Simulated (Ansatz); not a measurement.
Sn2H4⁺. Total charge 1; doublet. Geometry relaxed at B3LYP-D4/def2-TZVP.

```xyz
6

Sn   -0.6440   -0.6581    1.0057
Sn    0.6438    0.6583   -1.0047
H    -0.1282   -0.4199    2.6058
H     0.1123    0.4267   -2.6006
H     1.4700    2.0983   -0.6472
H    -1.4539   -2.1053    0.6411
```

In the def2 sets Sn takes a core potential; there is no spin–orbit coupling. The relaxation made no stability test and no search for a lower SCF solution. The structure comes from a short search, and lower isomers may exist.

**Question.** Estimate the harmonic wavenumbers at UKS B3LYP-D4/def2-TZVP (Ansatz, unscaled). Is this a minimum?

**Answer.** 159, 246, 278, 324, 337, 402, 618, 694, 1939, 1945, 1978, 1987 cm⁻¹. Yes, no mode is imaginary beyond noise. Zero-point energy 65.2 kJ/mol. Run time 46 s (4 threads of Arm Neoverse V2 on a shared host).
